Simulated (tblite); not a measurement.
Species: C₆H₅FSi.
Numbering: `[CH:1]#[C:2][C@@H:3]1[C@H:4]([F:5])[Si@@H:6]1[C:7]#[CH:8]` (hydrogens: H9 on C1; H10 on C3; H11 on C4; H12 on Si6; H13 on C8)

Computed with GFN2-xTB (tblite), gas phase: L-BFGS steps from a force-field or distance-geometry start until the largest atomic force falls under 0.01 eV/Å.

Geometry at step 7:
```
atom  x, y, z in Å
C1     -0.4934    2.3173   -0.7431
C2     -0.4396    1.5464    0.1722
C3     -0.3370    0.5134    1.1411
C4      1.0376   -0.1468    1.3171
F5      2.0538    0.3781    0.5709
Si6    -0.2629   -1.2899    0.5398
C7     -0.2053   -1.4373   -1.2757
C8     -0.2117   -1.5165   -2.4769
H9     -0.5609    3.0261   -1.5128
H10    -0.8522    0.7307    2.0662
H11     1.4137   -0.2854    2.3238
H12    -0.9309   -2.2552    1.3849
H13    -0.2157   -1.5805   -3.5253
```

Task: What forces act on the atoms?

Result: 
```
atom  Fx (eV/Å)  Fy (eV/Å)  Fz (eV/Å)
  C1     -0.028      0.132     -0.113
  C2     -0.001     -0.110      0.001
  C3     -0.023      0.189      0.067
  C4      0.054     -0.098     -0.050
  F5      0.106     -0.004     -0.139
 Si6     -0.018     -0.036      0.039
  C7     -0.029     -0.087     -0.235
  C8     -0.013     -0.011      0.102
  H9      0.012      0.038      0.050
 H10     -0.040      0.090      0.140
 H11     -0.091      0.041      0.176
 H12      0.038     -0.144      0.015
 H13      0.033      0.000     -0.052
```

The largest, 0.25 eV/Å, acts on C7; the rms over all components is 0.089 eV/Å. The forces sum to zero within rounding, as they must for an isolated molecule in no field.

Task: Give the force on C7 in Eh/bohr and in nN.

Result: 0.252 eV/Å ÷ 51.422 = 0.00491 Eh/bohr, and 0.252 eV/Å × 1.602 = 0.40 nN.

Task: How far is this geometry from the end of the optimisation?

Result: 0.032 eV above it, and 0.153 Å rms away after alignment. The bonds farthest from their final lengths, with half the difference of the two atoms' forces along the bond (positive lengthens):

```
   bond  now (Å)  final (Å)  force along bond (eV/Å)
 C3–Si6    1.902      1.913                    +0.11
  C3–C4    1.535      1.543                    +0.09
 Si6–C7    1.822      1.830                    +0.14
 C3–H10    1.081      1.086                    +0.03
Si6–H12    1.446      1.451                    +0.02
  C4–F5    1.366      1.370                    +0.06
```

The angle farthest from its final value is C1–C2–C3, 173.1° against 178.2°.

The cost below is that of the whole relaxation. Hardware: an Intel Xeon 6975P-C with one thread, shared host with 192 logical CPUs at a one-minute load of 37. Cost: 0.33 s wall.
